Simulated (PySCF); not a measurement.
Species: PhCF(CH3)2, C9H11F.
Cartesian coordinates in Å at the PBE0-D3(BJ)/def2-SVP level; atoms count from 1:
```
atom  x, y, z in Å
C1    -2.0756    0.8494    0.9491
C2    -1.4541    0.2017   -0.2778
C3    -2.0721   -1.1492   -0.6013
F4    -1.7438    1.0365   -1.3549
C5     0.0562    0.1051   -0.1477
C6     0.8890    0.8018   -1.0257
C7     2.2756    0.7144   -0.9049
C8     2.8473   -0.0695    0.0943
C9     2.0217   -0.7684    0.9747
C10    0.6372   -0.6809    0.8543
H11   -1.8959    0.2450    1.8492
H12   -1.6384    1.8452    1.1074
H13   -3.1612    0.9559    0.8072
H14   -1.8882   -1.8722    0.2056
H15   -3.1583   -1.0414   -0.7369
H16   -1.6359   -1.5463   -1.5287
H17    0.4379    1.4144   -1.8069
H18    2.9135    1.2657   -1.6001
H19    3.9336   -0.1375    0.1882
H20    2.4589   -1.3868    1.7624
H21    0.0048   -1.2351    1.5533
```

Mayer bond orders were computed from the PBE0/pcSseg-1 density (PySCF). Geometry: PBE0-D3(BJ)/def2-SVP, one conformer, isolated molecule.

Problem. The orders 0.85, 0.98, 1.37, 1.45 belong to the bonds C2–F4, C2–C5, C5–C6, C10–C5, in another order. Match them.

Solution. C2–F4 0.85; C2–C5 0.98; C10–C5 1.37; C5–C6 1.45.

Problem. Set the orders of all bonds between heavy atoms beside their lengths and the difference of the IAO charges at their ends.

Solution. 
| bond | Mayer order | length (Å) | q(first) − q(second) (e) |
| --- | --- | --- | --- |
| C9–C10 | 1.457 | 1.392 | +0.014 |
| C5–C6 | 1.449 | 1.396 | +0.139 |
| C7–C8 | 1.435 | 1.393 | +0.008 |
| C8–C9 | 1.423 | 1.395 | -0.007 |
| C6–C7 | 1.417 | 1.395 | -0.009 |
| C10–C5 | 1.366 | 1.400 | -0.146 |
| C2–C3 | 1.026 | 1.520 | +0.742 |
| C1–C2 | 1.025 | 1.520 | -0.742 |
| C2–C5 | 0.979 | 1.519 | +0.338 |
| C2–F4 | 0.849 | 1.393 | +0.660 |

For a closed shell the Mayer order of atoms A and B is Σ (PS)μν (PS)νμ over the basis functions μ on A and ν on B, with P the density and S the overlap matrix.
